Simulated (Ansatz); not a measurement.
Ideal-gas functions of CHBrClFO (`OC(F)(Cl)Br`) at 500 K and 1 bar, from an Ansatz frequency run at PBE0-D4/def2-TZVP.

Molar mass 163.37 g/mol, point group C1 (symmetry number 1), electronic degeneracy 1, moments of inertia 130.682, 301.241, 343.07 u Å². Harmonic wavenumbers (cm⁻¹, unscaled): 204, 254, 317, 346, 416, 450, 653, 785, 1053, 1204, 1331, 3786.

Use S(trans) = R[1.5 ln M + 2.5 ln T − 1.1517]; rotational temperatures θ = 24.2544 K / I; S(rot) = R[ln(√π/σ · √(T³/θAθBθC)) + 1.5]; for each mode x = 1.438777 ν̃/T, S = R[x/(eˣ − 1) − ln(1 − e⁻ˣ)] and H = RT x/(eˣ − 1); 1 cm⁻¹ = 0.0119627 kJ/mol; R = 8.31446 J/(mol·K).

**Question.** By hand: the entropy, in J/(mol·K).

**Answer.** Translation 183.2. Rotation: θ = 0.1856, 0.0805, 0.0707 K, giving 123.2. Vibration, mode by mode: 12.86, 11.10, 9.36, 8.69, 7.30, 6.72, 4.19, 3.11, 1.69, 1.19, 0.89, 0.00, in all 67.1. Electronic 0.0. Sum 373.5 J/(mol·K).

**Question.** By hand: H − E and G − E in kJ/mol, counted from the electronic energy.

**Answer.** Zero-point energy ½ × 10799 × 0.0119627 = 64.6; thermal vibration 19.0; translation, rotation and pV give 4 RT = 16.6. H − E = 100.2 kJ/mol, and G − E = 100.2 − 500 × 373.5/1000 = -86.6 kJ/mol.

Vibration gives 18 % of the entropy. The sum counts one conformer and one mirror image; others add a mixing term.
